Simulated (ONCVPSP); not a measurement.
## scandium: ONCV pseudisation with LDA (Perdew-Zunger), scalar-relativistic reference atom.

ONCVPSP 4.0.1 was run on this input:

```
# ATOM AND REFERENCE CONFIGURATION
# atsym  z   nc   nv     iexc    psfile
  Sc 21.00    3    4        3      upf
#
#   n    l    f
    1    0    2.00
    2    0    2.00
    2    1    6.00
    3    0    2.00
    3    1    6.00
    3    2    1.50
    4    0    1.50
#
# PSEUDOPOTENTIAL AND OPTIMIZATION
# lmax
    2
#
#   l,   rc,      ep,       ncon, nbas, qcut
    0    2.15    0.00    3    8    6.20
    1    1.25    0.00    4    7    6.20
    2    2.95    0.00    4    9    5.50
#
# LOCAL POTENTIAL
# lloc, lpopt,  rc(5),   dvloc0
    4    3    0.90    6.00
#
# VANDERBILT-KLEINMAN-BYLANDER PROJECTORs
# l, nproj, debl
    0    2    1.00
    1    1    3.00
    2    2    2.30
#
# MODEL CORE CHARGE
# icmod, fcfact, rcfact
    3    4.00    1.55
#
# LOG DERIVATIVE ANALYSIS
# epsh1, epsh2, depsh
   -3.00    5.00    0.02
#
# OUTPUT GRID
# rlmax, drl
    6.00    0.01
#
# TEST CONFIGURATIONS
# ncnf
    4
# nvcnf
#   n    l    f
    4
    3    0    2.00
    3    1    6.00
    3    2    1.00
    4    0    2.00
#
    4
    3    0    2.00
    3    1    6.00
    3    2    1.00
    4    0    1.00
#
    4
    3    0    2.00
    3    1    6.00
    3    2    1.00
    4    0    0.00
#
    4
    3    0    2.00
    3    1    5.00
    3    2    1.00
    4    0    2.00
#
```

Command:

```bash
oncvpsp.x < Sc.dat > Sc.out
```

Resulting log (shortened: citation, most of the input echo, consistency checks and plot data are left out):

```
ONCVPSP  (Optimized Norm-Conservinng Vanderbilt PSeudopotential)
scalar-relativistic version 4.0.1

#   n    l    f        energy (Ha)
    1    0    2.00    -1.6109020E+02
    2    0    2.00    -1.7307321E+01
    2    1    6.00    -1.4187425E+01
    3    0    2.00    -1.9467480E+00
    3    1    6.00    -1.1728432E+00
    3    2    1.50    -8.2768215E-02
    4    0    1.50    -1.4421563E-01

Reference configufation results
  iterations    26
  all-electron total energy (Ha)   -7.62293372D+02

Begin loop to  construct optimized pseudo wave functions
and semi-local pseudopoentials for all angular momenta

Calculating optimized projector #   1

 for l=   0

    Fraction of norm inside rc  0.982829
    Optimizing pswf for qcut=   6.20 a_B^-1,  ecut=  19.20 Ha
    Residual kinetic energy error=  2.41D-08 Ha

    Energy error per electron        Cutoff
         Ha          eV             Ha
         0.01000     0.27211        4.99
         0.00100     0.02721        6.69
         0.00010     0.00272        8.30
         0.00001     0.00027       12.65

Calculating optimized projector #   2

 for l=   0

    Fraction of norm inside rc  0.090377
    Optimizing pswf for qcut=   6.20 a_B^-1,  ecut=  19.20 Ha
    Residual kinetic energy error=  7.63D-08 Ha

    Energy error per electron        Cutoff
         Ha          eV             Ha
         0.01000     0.27211        3.46
         0.00100     0.02721        5.23
         0.00010     0.00272        9.62
         0.00001     0.00027       14.15

Calculating optimized projector #   1

 for l=   1

    Fraction of norm inside rc  0.616931
    Optimizing pswf for qcut=   6.19 a_B^-1,  ecut=  19.18 Ha
    Residual kinetic energy error=  2.21D-04 Ha

    Energy error per electron        Cutoff
         Ha          eV             Ha
         0.01000     0.27211       12.58
         0.00100     0.02721       16.31
         0.00010     0.00272       41.36
         0.00001     0.00027       90.07

   Wellstate for l =  2  n =  6
     eigenvalue =   2.2172
     asymptotic potential =   2.7172
     half-point radius =  4.9520

Calculating optimized projector #   1

 for l=   2

    Fraction of norm inside rc  0.800177
    Optimizing pswf for qcut=   5.50 a_B^-1,  ecut=  15.14 Ha
    Residual kinetic energy error=  1.04D-06 Ha

    Energy error per electron        Cutoff
         Ha          eV             Ha
         0.01000     0.27211        8.79
         0.00100     0.02721       10.81
         0.00010     0.00272       12.57
         0.00001     0.00027       13.84

Calculating optimized projector #   2

 for l=   2

    Fraction of norm inside rc  0.235193
    Optimizing pswf for qcut=   5.50 a_B^-1,  ecut=  15.14 Ha
    Residual kinetic energy error=  1.16D-04 Ha

    Energy error per electron        Cutoff
         Ha          eV             Ha
         0.01000     0.27211       11.73
         0.00100     0.02721       13.61
         0.00010     0.00272       15.89
         0.00001     0.00027       42.48

Construct Vanderbilt / Kleinmman-Bylander projectors

B matrix Hermiticity error, ll=   0
   1   2    9.6932E-05

  Orthonormal projector coefficients  3.9304E+00  1.1757E+00

B matrix Hermiticity error, ll=   2
   1   2    5.3956E-05

  Orthonormal projector coefficients -2.3744E+00 -1.1252E+00

Model core correction analysis
  based on d2Exc/dn_idn_j

d2excae - all-electron derivatives

   -3.842477D-02   -3.521096D-02   -1.972325D-02   -2.460532D-03
   -3.521123D-02   -3.329329D-02   -2.008505D-02   -3.268064D-03
   -1.972392D-02   -2.008548D-02   -1.917450D-02   -1.307460D-02
   -2.460482D-03   -3.267719D-03   -1.306754D-02   -2.848122D-02

d2excps - pseudofunction derivatives with no core correction

   -4.919743D-02   -3.912107D-02   -1.571060D-02   -3.311792D-03
   -3.912203D-02   -3.717289D-02   -1.898574D-02   -3.435719D-03
   -1.571043D-02   -1.898559D-02   -2.304711D-02   -1.321333D-02
   -3.312086D-03   -3.435397D-03   -1.320644D-02   -2.849321D-02

rms 2nd derivative error    3.647383E-03

rmatch, rhocmatch    0.5748   12.8173

Teter function model core charge with specified parameters

d2excps - pseudofunction derivatives with core correction

   -3.647649D-02   -3.297481D-02   -1.511626D-02   -2.441390D-03
   -3.297461D-02   -3.323392D-02   -1.849810D-02   -3.049987D-03
   -1.511596D-02   -1.849787D-02   -2.295646D-02   -1.318181D-02
   -2.441309D-03   -3.049625D-03   -1.317491D-02   -2.843212D-02

rms 2nd derivative error    2.175479E-03

Pseudoatom total energy  -46.557201

Diagnostic tests using Vanderbilt-Kleinman-Bylander pseudopotentials
  1 or more projectors used as specified by nproj input data

   l    rcore       rmatch      e in        delta e   norm test  slope test

   0   2.1562441   2.2217123  -1.9467480   0.0000014   1.0001103   1.0000967
   0   2.1562441   2.2217123  -0.1442156   0.0000017   1.0000198   1.0000018

   1   1.2510702   1.2890554  -1.1728432  -0.0000148   0.9999972   1.0000232

   2   2.9606761   3.0505687  -0.0827682  -0.0000002   1.0000223   1.0000231
   2   2.9606761   3.0505687   2.2172318   0.0000069   1.0000345   1.0000345

 Testing for bound ghosts
   n   l    E NL Schr. Eq   E Basis Diag.   E Cutoff

   1   0       -1.946747       -1.946675     57.01
   2   0       -0.144214       -0.118575     57.01

   2   1       -1.172858       -1.170785     98.41

   3   2       -0.082768       -0.082155     50.57

 Testing for highly-localized positive-energy ghosts
       l    <radius>/rc     E Basis Diag.   E Cutoff

Test configuration 0

   n   l     f        eae           eps        diff
   1   0  2.0000 -161.09019886
   2   0  2.0000  -17.30732095
   2   1  6.0000  -14.18742483
   3   0  2.0000   -1.94674795   -1.94674658    1.38D-06
   3   1  6.0000   -1.17284324   -1.17285808   -1.48D-05
   3   2  1.5000   -0.08276822   -0.08276842   -2.03D-07
   4   0  1.5000   -0.14421563   -0.14421393    1.70D-06

    Total energies and differences
      AE_ref= -7.62293372D+02  AE_tst= -7.62293372D+02  dif=  0.00D+00
      PS_ref= -4.65572010D+01  PS_tst= -4.65572010D+01  dif= -3.55D-14
      PSP excitation error=  3.55D-14

Test configuration 1

   n   l     f        eae           eps        diff
   1   0  2.0000 -161.15208803
   2   0  2.0000  -17.38102968
   2   1  6.0000  -14.25998985
   3   0  2.0000   -2.01043077   -2.00220075    8.23D-03
   3   1  6.0000   -1.23334404   -1.22713319    6.21D-03
   3   2  1.0000   -0.12586580   -0.12040074    5.47D-03
   4   0  2.0000   -0.15795704   -0.15833028   -3.73D-04

    Total energies and differences
      AE_ref= -7.62293372D+02  AE_tst= -7.62317225D+02  dif= -2.39D-02
      PS_ref= -4.65572010D+01  PS_tst= -4.65823366D+01  dif= -2.51D-02
      PSP excitation error=  1.28D-03

Test configuration 2

   n   l     f        eae           eps        diff
   1   0  2.0000 -161.41670599
   2   0  2.0000  -17.64162224
   2   1  6.0000  -14.52093261
   3   0  2.0000   -2.27069954   -2.26452752    6.17D-03
   3   1  6.0000   -1.49326369   -1.48813847    5.13D-03
   3   2  1.0000   -0.37589082   -0.36991273    5.98D-03
   4   0  1.0000   -0.36600463   -0.36621365   -2.09D-04

    Total energies and differences
      AE_ref= -7.62293372D+02  AE_tst= -7.62057511D+02  dif=  2.36D-01
      PS_ref= -4.65572010D+01  PS_tst= -4.63223402D+01  dif=  2.35D-01
      PSP excitation error=  1.00D-03

Test configuration 3

   n   l     f        eae           eps        diff
   1   0  2.0000 -161.73267627
   2   0  2.0000  -17.95183583
   2   1  6.0000  -14.83162891
   3   0  2.0000   -2.57823434   -2.57577308    2.46D-03
   3   1  6.0000   -1.79947683   -1.79651025    2.97D-03
   3   2  1.0000   -0.66616502   -0.65950793    6.66D-03

    Total energies and differences
      AE_ref= -7.62293372D+02  AE_tst= -7.61581201D+02  dif=  7.12D-01
      PS_ref= -4.65572010D+01  PS_tst= -4.58456690D+01  dif=  7.12D-01
      PSP excitation error=  6.39D-04

Test configuration 4

   n   l     f        eae           eps        diff
   1   0  2.0000 -161.80273684
   2   0  2.0000  -17.98671663
   2   1  6.0000  -14.87146446
   3   0  2.0000   -2.52616624   -2.53445816   -8.29D-03
   3   1  5.0000   -1.73596017   -1.73691366   -9.53D-04
   3   2  1.0000   -0.57100438   -0.53743912    3.36D-02
   4   0  2.0000   -0.42962252   -0.43071401   -1.09D-03

    Total energies and differences
      AE_ref= -7.62293372D+02  AE_tst= -7.60841963D+02  dif=  1.45D+00
      PS_ref= -4.65572010D+01  PS_tst= -4.51089313D+01  dif=  1.45D+00
      PSP excitation error=  3.14D-03
```

The run took about 3 s on one core of a shared server CPU.
